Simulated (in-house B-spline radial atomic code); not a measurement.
A calculation on Sb6+: its settings, and results tabulated from the run. Method: scalar-relativistic (X2C) PBE0, spin-polarised, spherical fractional occupations, Fermi nucleus of rms radius 4.6802 fm. Calculated with an all-electron radial atomic-structure program (B-spline basis).

Command:
```bash
python run_scf.py task.json out
```
Settings (nuclear radius in fm, mass in u):
```
Z                51
configuration    [Kr] 4d9
hamiltonian      x2c
method           pbe0
spin_polarised   True
nucleus          fermi
rms_radius       4.6802
atomic_mass      120.90381
speed_of_light   137.035999084
```

Output (hartree, bohr):
```
 radial grid: 66 intervals, B-splines of order 8, outer radius 15.5224 bohr

 iter        energy (Eh)    residual
    1       -6450.389102    1.02e+00
    2       -6464.088491    5.94e-01
    3       -6470.802555    1.47e-01
    4       -6471.217879    3.66e-02
    5       -6471.234019    1.88e-02
    6       -6471.240914    3.00e-03
    7       -6471.240955    2.15e-04
    8       -6471.240955    7.08e-06
    9       -6471.240955    2.06e-07

 total energy                     -6471.24096
 kinetic                            6829.7791
 electron-nucleus                 -15583.6055
 Hartree                            2451.8191
 exact exchange                      -41.6931
 exchange-correlation               -127.5406

 orbital      occ     eigenvalue          <r>       <r^2>       <1/r>       r_max
 1s up      1.000     -1118.2306    0.0278299  0.00105906     56.8865     0.01765
 1s down    1.000     -1118.2305    0.0278298  0.00105906     56.8865     0.01765
 2s up      1.000      -173.6156     0.122069   0.0176351     12.9212      0.1036
 2s down    1.000      -173.6013     0.122065   0.0176341     12.9217      0.1035
 2p up      3.000      -156.2128     0.106848   0.0139536     11.9735     0.08275
 2p down    3.000      -156.2006     0.106843   0.0139523      11.974     0.08275
 3s up      1.000       -36.8249     0.329775    0.124456     4.54042      0.2998
 3s down    1.000       -36.8182     0.329745    0.124424     4.54045      0.2998
 3p up      3.000       -31.1034     0.327991    0.124899      4.2378      0.2933
 3p down    3.000       -31.0956     0.327949    0.124854     4.23787      0.2933
 3d up      5.000       -22.3338     0.304978    0.110235     3.98136      0.2442
 3d down    5.000       -22.3193     0.305002     0.11024     3.98077      0.2443
 4s up      1.000        -8.6469      0.78584    0.696984     1.78838      0.7217
 4s down    1.000        -8.5946     0.785669     0.69679     1.78916      0.7213
 4p up      3.000        -6.8538      0.84076    0.803817     1.62259      0.7595
 4p down    3.000        -6.7959     0.840967    0.804415     1.62245      0.7593
 4d up      5.000        -4.1814     0.972868     1.09805     1.35361      0.8342
 4d down    4.000        -4.0972     0.976786     1.10789      1.3489      0.8353
```

Time taken, with all properties: 0.43 s on 1 thread of Arm Neoverse V1, on a shared host.

Caution: exact exchange at fractional occupations of open shells leaves self-interaction of up to several eV.

One-electron X2C: radii and densities carry no picture-change correction, so inner-shell <1/r> comes out high (for 1s by about 2 % at Z = 33, 5 % at 54, 10 % at 75, 30 % at 118) and <r> low.
